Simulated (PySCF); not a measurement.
# Reading the logs of faulty runs: BH6N2Si

All numbers below are calculated, not measured. They come from PySCF 2.14.0, an open-source quantum chemistry program, on an isolated molecule that a program drew, which may never have been made. The molecule is BH6N2Si (charge 0, doublet), drawn as the SMILES string `[BH][SiH](N)N`.

Each row is a Hartree-Fock (HF) and frozen-core CCSD(T) single point in the cc-pV(D+d)Z basis, meant for a local HF minimum. Run 1 is clean. Each other run has one planted mistake out of seven kinds, and not every kind appears here: one electron removed, one electron added, multiplicity raised by two, geometry at a saddle point, minimal basis STO-3G, one bond length entered in bohr, all coordinates scaled. The reference is restricted for singlets and unrestricted otherwise, and also for a bond in bohr. Adding or removing an electron swaps singlet and doublet. Electrons count all cores. HOMO and LUMO are orbital energies over both spins, the gradient is its largest component, and the lowest frequency (negative if imaginary) is given only where the gradient is small. Bond lengths are over the 9 bonds as drawn. T1 is the CCSD diagnostic: over 0.02 (restricted) or 0.045 (unrestricted) a single reference is doubtful.

Geometry of the clean run:
```xyz
10
BH6N2Si, angstrom
B     1.4216   -0.6760   -0.9089
Si    0.3367   -1.8350    0.3177
N     0.1738   -3.3623   -0.4722
N    -1.0502   -0.9067    0.7631
H     1.3368   -0.1729   -1.9901
H     0.9981   -2.1514    1.6023
H    -0.0472   -4.1827    0.0618
H    -0.2361   -3.4228   -1.3857
H    -1.5637   -1.1390    1.5934
H    -1.6709   -0.5490    0.0610
```

| run | electrons | basis functions | <S^2> | HOMO (eV) | LUMO (eV) | gradient (hartree/bohr) | lowest frequency (cm^-1) | mean bond (Å) | longest bond (Å) | T1 | HF (hartree) | CCSD(T) (hartree) | mistake |
|---|---|---|---|---|---|---|---|---|---|---|---|---|---|
| 1 | 39 | 95 | 0.758 | -8.49 | 1.72 | 2.5e-05 | 173 | 1.3498 | 2.006 | 0.0133 | -425.99355 | -426.55531 | no fault |
| 2 | 38 | 95 | 0.000 | -15.20 | -6.22 | 6.3e-02 | - | 1.3498 | 2.006 | 0.0238 | -425.72391 | -426.27948 | one electron removed |
| 3 | 40 | 95 | 0.000 | 0.59 | 8.24 | 5.4e-02 | - | 1.3498 | 2.006 | 0.0140 | -425.92748 | -426.52665 | one electron added |
| 4 | 39 | 30 | 0.755 | -6.76 | 6.65 | 2.7e-02 | - | 1.3498 | 2.006 | 0.0091 | -420.86522 | -421.05396 | minimal basis STO-3G |
| 5 | 39 | 95 | 1.271 | -9.03 | 1.67 | 2.5e-02 | - | 1.4680 | 2.259 | 0.0541 | -425.87474 | -426.44009 | ? |
| 6 | 39 | 95 | 0.758 | -8.39 | 1.86 | 3.9e-02 | - | 1.2986 | 1.930 | 0.0128 | -425.97805 | -426.53357 | ? |

**Which mistake was planted in run 5, and what did it cost?**

The mean bond changes by a factor of 1.088 and the longest by 1.126, so the molecule wasn't scaled as a whole. A length L in bohr read as angstrom grows by (1/0.5292 - 1) L = 0.890 L. The 9 bonds together grew by 9 x 0.1182 = 1.064 Å, which gives L = 1.196 Å. That is bond B1-H5, 1.196 Å in the clean geometry. So the mistake is: one bond length entered in bohr. Subtracting run 1 and multiplying by 627.51 kcal/mol a hartree, the energy moved by 74.6 kcal/mol in HF and 72.3 kcal/mol in CCSD(T).

**Which mistake was planted in run 6, and what did it cost?**

The mean and the longest bond both change by the same factor, 0.962, and the gradient is no longer small. So the mistake is: all coordinates scaled. Subtracting run 1 and multiplying by 627.51 kcal/mol a hartree, the energy moved by 9.7 kcal/mol in HF and 13.6 kcal/mol in CCSD(T).

Cautions from the logs. Run 2: T1 is over the limit, so its CCSD(T) energy is less reliable; run 3: the HOMO is above zero, so the electron isn't bound and the energy depends on the basis; run 5: T1 is over the limit, so its CCSD(T) energy is less reliable.
